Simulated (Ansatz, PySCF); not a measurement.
The pair A = NH3 (SMILES N) (first 4 atoms), B = H2 (SMILES [H][H]); geometry from B3LYP-D3(BJ)/def2-TZVP.
(charge 0, multiplicity 1):
```xyz
6

N     -0.1683    -0.1111     0.0589
H     -0.7180     0.6543    -0.3143
H      0.7483    -0.0650    -0.3713
H     -0.6037    -0.9744    -0.2452
H     -0.0091     0.0102     2.6694
H      0.0362     0.0447     3.4152
```

Cores are frozen in the correlated methods. CBS(a, b) extrapolates the correlation energy as X⁻³ and adds the Hartree–Fock energy of set b. MP2 and its Hartree–Fock in aug-cc-pVQZ are density fitted.

Codes used: Ansatz (an electronic-structure program); PySCF for the dispersion terms. Each number belongs to the level named beside it.

The monomers are drawn apart, rigid, along the line of their centres of mass. Counterpoise-corrected interaction energies (kcal/mol):

```csv
level,R = 4.105 Å,R = 5.152 Å
PBE/def2-TZVPPD,-0.4173,-0.1310
PBE-D3(BJ)/def2-TZVPPD,-0.4993,-0.1544
wB97M-V/def2-TZVPPD,-0.3816,-0.1348
"MP2/CBS(aug-cc-pVTZ, aug-cc-pVQZ) + ΔCCSD(T)/aug-cc-pVTZ",-0.3899,-0.1334
```

Question: R is the distance of the centres of mass. Find the local exponent m of E ∝ R⁻ᵐ between the two points.

Answer: 
m = ln(E₁/E₂)/ln(R₂/R₁): PBE/def2-TZVPPD 5.1; PBE-D3(BJ)/def2-TZVPPD 5.2; wB97M-V/def2-TZVPPD 4.6; MP2/CBS(aug-cc-pVTZ, aug-cc-pVQZ) + ΔCCSD(T)/aug-cc-pVTZ 4.7. For scale, two fixed dipoles give m = 3, dipole and quadrupole 4, quadrupoles 5, and dispersion or dipole-induced dipole 6 at long range; at these distances several terms mix, and what is left of overlap and damping shifts m, so it need not match one of them.
